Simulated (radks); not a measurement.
Coulomb parameter of the 3d shell of the chromium ion Cr3+ in the model configuration [Ar] 3d1 4p2, as a second difference U = [E(n + 1) + E(n - 1) - 2 E(n)] / (1)^2 with all orbitals relaxed. "Bare": the charge of the atom changes with n. "Screened": the 4p shell takes up the change at fixed total charge, which measures U(3d,3d) + U(4p,4p) - 2 U(3d,4p). Calculated with a radial shooting solver on a logarithmic mesh with Libxc functionals: scalar-relativistic Kohn-Sham, PBE, spin-unpolarised, spherical densities, finite nucleus; Fermi nuclear charge, rms radius 3.6452 fm.

| case | configuration | E - E(n) (eV) |
|---|---|---|
| start | [Ar] 3d1 4p2 | 0.000 |
| bare +1 | [Ar] 3d2 4p2 | -46.121 |
| bare -1 | [Ar] 4p2 | 65.703 |
| screened +1 | [Ar] 3d2 4p1 | -24.439 |
| screened -1 | [Ar] 4p3 | 30.653 |

U(bare) = 19.582 eV, U(screened by 4p) = 6.214 eV, against the Slater integral F0(3d,3d) = 25.368 eV with frozen orbitals.
